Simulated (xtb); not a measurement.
The xtb input:
```
$ xtb mol.xyz --gfn 0 --chrg 0 --uhf 3 --json

# file mol.xyz
9

Si     1.66704058    -0.21564473     0.06340929
N      0.00000000     0.00000000     0.00000000
Si    -1.66704058     0.21564473    -0.06340929
H      2.07133989    -1.10699091    -1.03241083
H      2.31973004     1.09264605    -0.08201896
H      2.01821156    -0.81474582     1.35821990
H     -2.29077909    -0.60334976     0.98491125
H     -2.14890177    -0.20387251    -1.38650896
H     -1.96960063     1.63631295     0.15780760
```

### Question
Give the partial charges in atom order at the level GFN0-xTB run with xtb.

### Answer
Si1 0.69, N2 -0.97, Si3 0.69, H4 -0.07, H5 -0.07, H6 -0.07, H7 -0.07, H8 -0.07, H9 -0.07

### Question
Give the total energy at the level GFN0-xTB.

### Answer
-9.7161 Eh
